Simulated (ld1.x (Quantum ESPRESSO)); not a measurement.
BP86 PAW dataset for Ni, scalar-relativistic all-electron reference.

Input for ld1.x (Quantum ESPRESSO) 7.5:

```
&input
   title='Ni', zed=28., rel=1, dft='BP', iswitch=3,
   config='[Ar] 3d8.5 4s1.5 4p0',
   nld=3, rlderiv=1.75, eminld=-10.0, emaxld=5.0, deld=0.04
 /
 &inputp
   pseudotype=3, lpaw=.true., tm=.true., lloc=-1, rcloc=1.15,
   nlcc=.true.,
   which_augfun='BESSEL', rmatch_augfun=1.25,
   file_pseudopw='Ni.UPF', file_wfcaegen='ae.wfc', file_wfcncgen='nc.wfc', file_beta='beta', file_chi='chi', file_wfcusgen='us.wfc'
 /
6
3S  1  0   2.00   0.00  1.15  1.25  0.0
4S  2  0   1.50   0.00  1.15  1.25  0.0
3P  2  1   6.00   0.00  1.15  1.50  0.0
4P  3  1   0.00   0.00  1.15  1.50  0.0
3D  3  2   8.50   0.00  1.15  1.60  0.0
3D  3  2   0.00   0.10  1.15  1.60  0.0
 &test
   configts(1)='3s2 3p6 3d8.5 4s1.5 4p0'
 /
```

Command:

```bash
ld1.x < Ni.in > Ni.out
```

Output (shortened: banner, matrices, multipoles, cross overlaps and the repeated all-electron block are left out):

```
Program LD1 v.7.5
     --------------------------- All-electron run ----------------------------

     Ni
     scalar relativistic calculation

     atomic number is 28.00
     dft =BP   lsd =0 sic =0 latt =0  beta=0.20 tr2=1.0E-14
     Exchange-correlation= BP
                           (   1   1   1   1   0   0   0)
     mesh =1195 r(mesh) =  98.77016 a.u. xmin = -7.00 dx = 0.01250
     1 Ry =  13.60569312 eV, c = 137.03599908

     n l     nl                  e(Ry)          e(Ha)          e(eV)
     1 0     1S 1( 2.00)      -603.5917      -301.7959     -8212.2836
     2 0     2S 1( 2.00)       -71.9759       -35.9880      -979.2821
     2 1     2P 1( 6.00)       -61.8944       -30.9472      -842.1156
     3 0     3S 1( 2.00)        -7.9713        -3.9856      -108.4545
     3 1     3P 1( 6.00)        -5.0615        -2.5307       -68.8646
     3 2     3D 1( 8.50)        -0.4954        -0.2477        -6.7407
     4 0     4S 1( 1.50)        -0.3839        -0.1919        -5.2230
     4 1     4P 1( 0.00)        -0.0777        -0.0389        -1.0574

     final scf error:  7.7E-16 reached in  29 iterations

     Etot =   -3042.141396 Ry,   -1521.070698 Ha,  -41390.442275 eV

     Ekin =    3084.329736 Ry,    1542.164868 Ha,   41964.443885 eV
     Encl =   -7305.220041 Ry,   -3652.610020 Ha,  -99392.582071 eV
     Eh   =    1306.440660 Ry,     653.220330 Ha,   17775.030698 eV
     Exc  =    -127.691752 Ry,     -63.845876 Ha,   -1737.334787 eV

     normalization and overlap integrals

     s(1S/1S) =  1.000000  <r> =   0.0541  <r2> =    0.0039  r(max) =   0.0353
     s(2S/2S) =  1.000000  <r> =   0.2449  <r2> =    0.0708  r(max) =   0.2055
     s(2P/2P) =  1.000000  <r> =   0.2153  <r2> =    0.0569  r(max) =   0.1641
     s(3S/3S) =  1.000000  <r> =   0.7415  <r2> =    0.6358  r(max) =   0.6410
     s(3P/3P) =  1.000000  <r> =   0.7815  <r2> =    0.7225  r(max) =   0.6491
     s(3D/3D) =  1.000000  <r> =   1.0579  <r2> =    1.5583  r(max) =   0.6331
     s(4S/4S) =  1.000000  <r> =   2.8899  <r2> =    9.7917  r(max) =   2.2940
     s(4P/4P) =  1.000000  <r> =   4.5883  <r2> =   25.9548  r(max) =   3.3377

     ------------------------ End of All-electron run ------------------------

     --------------------- Generating PAW atomic setup --------------------

      Generating local potential from pseudized AE potential:
      Matching radius rcloc =   1.1500

      Local pseudo, rcloc= 1.153 Estimated cut-off energy=    18.75 Ry

      Computing core charge for nlcc:

       r > 0.35 : true rho core
       r < 0.35 : rho core = a sin(br)/r    a=  64.68  b=   7.53

      Integrated core pseudo-charge :   4.09
      Wfc-us  3S rcutus= 1.243  Estimated cut-off energy=    35.07 Ry
      Wfc-us  4S rcutus= 1.243  Estimated cut-off energy=    71.60 Ry
      Wfc-us  3P rcutus= 1.519  Estimated cut-off energy=    37.40 Ry
      Wfc-us  4P rcutus= 1.519  Estimated cut-off energy=    70.93 Ry
      Wfc-us  3D rcutus= 1.596  Estimated cut-off energy=    45.73 Ry
      Wfc-us  3D rcutus= 1.596  Estimated cut-off energy=    56.21 Ry

     Required augmentation: BESSEL   radius:    1.250000
     Suggested rho cutoff for augmentation:  62.64 Ry

     Estimated PAW energy = -429.715476 Ryd

     ------------------- End of pseudopotential generation -------------------

     Computing logarithmic derivative in   1.75341
     Computing logarithmic derivative in   1.75341
     Computing the partial wave expansion
     R is outside the sphere for l=    0 j= 0.00
     R is outside the sphere for l=    0 j= 0.00
     R is outside the sphere for l=    1 j= 0.00
     R is outside the sphere for l=    1 j= 0.00
     R is outside the sphere for l=    2 j= 0.00
     R is outside the sphere for l=    2 j= 0.00

     ---------------------- Testing the pseudopotential ----------------------

     Ni
     scalar relativistic calculation

     atomic number is 28.00   valence charge is 18.00
     dft = SLA  PZ   B88  P86   lsd =0 sic =0 latt =0  beta=0.20 tr2=1.0E-14
     mesh =1195 r(mesh) =  98.77016 xmin = -7.00 dx = 0.01250

     n l     nl             e AE (Ry)        e PS (Ry)    De AE-PS (Ry)
     1 0     3S   1( 2.00)       -7.97126       -7.97123       -0.00003
     2 1     3P   1( 6.00)       -5.06145       -5.06143       -0.00003
     3 2     3D   1( 8.50)       -0.49543       -0.49541       -0.00002
     2 0     4S   1( 1.50)       -0.38388       -0.38388       -0.00000
     3 1     4P   1( 0.00)       -0.07772       -0.07772        0.00000

     eps = 9.3E-15  iter = 10

     Etot =   -3042.141396 Ry,   -1521.070698 Ha,  -41390.442275 eV
     Etotps =  -429.715455 Ry,    -214.857728 Ha,   -5846.576612 eV

     Ekin =     380.477919 Ry,     190.238959 Ha,    5176.665803 eV
     Encl =    -982.053454 Ry,    -491.026727 Ha,  -13361.517920 eV
     Ehrt =     299.552005 Ry,     149.776002 Ha,    4075.612653 eV
     Ecxc =    -127.691925 Ry,     -63.845963 Ha,   -1737.337148 eV
     (Ecc =     -16.489591 Ry,      -8.244796 Ha,    -224.352318 eV)

     ---------------------- End of pseudopotential test ----------------------
```

The ghost test of this file was not conclusive. Its overlap operator is not positive definite in a basis up to 400 Ry (lowest eigenvalue p -1.83), so the file is unfit for use: the generalised eigenproblem breaks down once the basis is large enough, and its test numbers describe a broken file.

Generation and configuration tests took about 2.1 s on one core of a shared server CPU.

Transferability test of the new file with ld1.x, input:

```
&input
   title='Ni', zed=28., rel=1, dft='BP', iswitch=2,
   config='[Ar] 3d8.5 4s1.5 4p0'
 /
 &test
   file_pseudo='Ni.UPF', nconf=8,
   configts(1)='3s2 3p6 3d8.5 4s1.5 4p0',
   configts(2)='3s2 3p6 3d8 4s2 4p0',
   configts(3)='3s2 3p6 3d8 4s1 4p0',
   configts(4)='3s2 3p6 3d8 4s0 4p0',
   configts(5)='3s2 3p5 3d8 4s2 4p0',
   configts(6)='3s2 3p6 3d9 4s1 4p0',
   configts(7)='3s1 3p6 3d8 4s2 4p0',
   configts(8)='3s2 3p6 3d9 4s0 4p0'
 /
```

```bash
ld1.x < Ni.test.in > Ni.test.out
```

Pseudopotential blocks of its output, shortened (energy terms left out):

```
     ---------------------- Testing the pseudopotential ----------------------

     n l     nl             e AE (Ry)        e PS (Ry)    De AE-PS (Ry)
     1 0     3S   1( 2.00)       -7.97126       -7.97123       -0.00003
     2 1     3P   1( 6.00)       -5.06145       -5.06143       -0.00003
     3 2     3D   1( 8.50)       -0.49543       -0.49541       -0.00002
     2 0     4S   1( 1.50)       -0.38388       -0.38388       -0.00000
     3 1     4P   1( 0.00)       -0.07772       -0.07772        0.00000

     eps = 7.6E-15  iter = 10

     Etot =   -3042.141396 Ry,   -1521.070698 Ha,  -41390.442275 eV
     Etotps =  -429.715456 Ry,    -214.857728 Ha,   -5846.576618 eV

     ---------------------- End of pseudopotential test ----------------------

          ---------------------- Testing the pseudopotential ----------------------

     n l     nl             e AE (Ry)        e PS (Ry)    De AE-PS (Ry)
     1 0     3S   1( 2.00)       -8.17017       -8.16893       -0.00124
     2 1     3P   1( 6.00)       -5.25505       -5.24765       -0.00740  !
     3 2     3D   1( 8.00)       -0.66297       -0.65733       -0.00563  !
     2 0     4S   1( 2.00)       -0.42770       -0.42916        0.00146
     3 1     4P   1( 0.00)       -0.09680       -0.09685        0.00005

     eps = 6.6E-15  iter = 21

     Etot =   -3042.055559 Ry,   -1521.027780 Ha,  -41389.274404 eV
     Etotps =  -429.631217 Ry,    -214.815608 Ha,   -5845.430494 eV
     dEtot_ae =       0.085837 Ry
     dEtot_ps =       0.084239 Ry,   Delta E=       0.001598 Ry

     ---------------------- End of pseudopotential test ----------------------

          ---------------------- Testing the pseudopotential ----------------------

     n l     nl             e AE (Ry)        e PS (Ry)    De AE-PS (Ry)
     1 0     3S   1( 2.00)       -8.84128       -8.84091       -0.00036
     2 1     3P   1( 6.00)       -5.92715       -5.92463       -0.00252
     3 2     3D   1( 8.00)       -1.32969       -1.32785       -0.00184
     2 0     4S   1( 1.00)       -0.98381       -0.98471        0.00090
     3 1     4P   1( 0.00)       -0.56546       -0.56940        0.00394

     eps = 3.5E-15  iter = 15

     Etot =   -3041.355953 Ry,   -1520.677977 Ha,  -41379.755776 eV
     Etotps =  -428.930199 Ry,    -214.465099 Ha,   -5835.892654 eV
     dEtot_ae =       0.785443 Ry
     dEtot_ps =       0.785257 Ry,   Delta E=       0.000186 Ry

     ---------------------- End of pseudopotential test ----------------------

          ---------------------- Testing the pseudopotential ----------------------

     n l     nl             e AE (Ry)        e PS (Ry)    De AE-PS (Ry)
     1 0     3S   1( 2.00)       -9.61242       -9.61238       -0.00005
     2 1     3P   1( 6.00)       -6.69924       -6.70274        0.00350
     3 2     3D   1( 8.00)       -2.09104       -2.09348        0.00245
     2 0     4S   1( 0.00)       -1.57995       -1.57766       -0.00229
     3 1     4P   1( 0.00)       -1.08375       -1.10510        0.02136  !

     eps = 3.4E-15  iter = 15

     Etot =   -3040.073842 Ry,   -1520.036921 Ha,  -41362.311771 eV
     Etotps =  -427.648343 Ry,    -213.824172 Ha,   -5818.452121 eV
     dEtot_ae =       2.067554 Ry
     dEtot_ps =       2.067112 Ry,   Delta E=       0.000442 Ry

     ---------------------- End of pseudopotential test ----------------------
```

The test run then stopped with an error in new_paw_hamiltonian: “negative rho”.
